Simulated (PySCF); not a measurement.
Job file and geometry (Å, from GFN2-xTB) of an NMR shielding run on SMILES C(=C)(C)BNC1CC1, C6H12BN, PySCF, GIAO PBE0/pcSseg-1 NMR shielding, non-relativistic, gas phase; density fitting, a coarse starting grid and PySCF grid level 2 are the driver's defaults:

```
$ OMP_NUM_THREADS=1 python probes_run.py task.json out

{"job": {"kind": "nmr", "xc": "PBE0", "basis": "pcSseg-1"}, "charge": 0, "multiplicity": 1}
C     -1.680625     1.324345    -0.001133
C     -1.740434    -0.003009     0.028012
C     -2.861512    -0.687101     0.763383
B     -0.718199    -0.919255    -0.740833
N      0.648946    -0.791301    -0.573478
C      1.347912     0.087836     0.302482
C      2.472700     0.937656    -0.221719
C      2.762034    -0.217063     0.695554
H     -0.899176     1.845052    -0.530712
H     -2.418585     1.950324     0.481164
H     -3.566706     0.031934     1.177374
H     -2.460222    -1.290125     1.578220
H     -3.393435    -1.358916     0.091525
H     -1.101072    -1.739686    -1.489837
H      1.282385    -1.359039    -1.119579
H      0.692569     0.524470     1.044292
H      2.580701     1.940858     0.159682
H      2.740679     0.835143    -1.262603
H      3.075305    -0.009579     1.706858
H      3.231587    -1.091865     0.269525
```

Problem. What does the program print?

Solution. 
```
coarse grid: 16104 points
cycle   1  E = -314.9144726859  dE =  1.012e+00  |g| = 4.597e-01  |ddm| = 3.847e+00
cycle   2  E = -314.9173426148  dE = -2.870e-03  |g| = 4.664e-01  |ddm| = 8.763e-01
cycle   3  E = -314.9737543647  dE = -5.641e-02  |g| = 5.729e-02  |ddm| = 4.769e-01
cycle   4  E = -314.9742586989  dE = -5.043e-04  |g| = 3.431e-02  |ddm| = 6.545e-02
cycle   5  E = -314.9745289030  dE = -2.702e-04  |g| = 9.017e-03  |ddm| = 3.103e-02
cycle   6  E = -314.9745501745  dE = -2.127e-05  |g| = 2.049e-03  |ddm| = 9.916e-03
cycle   7  E = -314.9745511444  dE = -9.699e-07  |g| = 7.084e-04  |ddm| = 2.133e-03
final grid: 153912 points
cycle   8  E = -315.0204707890  dE = -5.618e-05  |g| = 9.205e-03  |ddm| = 3.822e-02
cycle   9  E = -315.0204660757  dE =  4.713e-06  |g| = 1.031e-02  |ddm| = 1.777e-02
cycle  10  E = -315.0204931946  dE = -2.712e-05  |g| = 1.028e-03  |ddm| = 9.442e-03
cycle  11  E = -315.0204934291  dE = -2.345e-07  |g| = 3.343e-04  |ddm| = 1.002e-03
cycle  12  E = -315.0204934538  dE = -2.471e-08  |g| = 1.011e-04  |ddm| = 3.264e-04
cycle  13  E = -315.0204934564  dE = -2.621e-09  |g| = 2.713e-05  |ddm| = 1.222e-04
cycle  14  E = -315.0204934566  dE = -1.610e-10  |g| = 1.199e-05  |ddm| = 3.082e-05
converged SCF energy = -315.0204934566

GIAO shielding tensors (ppm)
atom      isotropic    diamagn.    paramagn.     s11        s22        s33       span
  0 C       59.811     256.969    -197.158    -46.696     77.338    148.791    195.487
  1 C       28.376     261.828    -233.453    -92.886      4.916    173.098    265.985
  2 C      159.132     246.291     -87.159    144.152    148.136    185.107     40.955
  3 B       64.304     198.021    -133.717     28.417     50.780    113.716     85.299
  4 N      118.486     320.828    -202.342     26.693    153.902    174.862    148.168
  5 C      155.830     240.271     -84.441    116.398    142.291    208.801     92.404
  6 C      176.440     254.828     -78.388    143.977    174.496    210.846     66.869
  7 C      176.723     256.911     -80.187    145.698    174.622    209.851     64.153
  8 H       26.323      35.253      -8.930     22.462     26.445     30.061      7.600
  9 H       25.909      32.203      -6.294     22.956     25.896     28.877      5.922
 10 H       29.857      29.034       0.823     26.581     28.674     34.316      7.735
 11 H       29.810      29.811      -0.001     25.959     28.697     34.775      8.815
 12 H       29.507      28.053       1.454     25.893     27.738     34.890      8.997
 13 H       26.815      32.108      -5.292     25.738     26.412     28.295      2.557
 14 H       27.948      33.775      -5.827     21.623     29.811     32.410     10.787
 15 H       28.398      33.022      -4.624     21.654     28.426     35.113     13.459
 16 H       31.101      31.479      -0.379     25.771     26.970     40.562     14.791
 17 H       31.456      32.020      -0.564     26.414     28.786     39.168     12.754
 18 H       30.981      31.048      -0.066     25.220     26.994     40.730     15.509
 19 H       31.416      31.923      -0.507     26.250     28.738     39.258     13.008
```

Size and cost of the density-fitted run: 196 basis functions, 51 s wall time on 1 thread of an Arm Neoverse N1, shared host; peak memory 0.94 GiB.
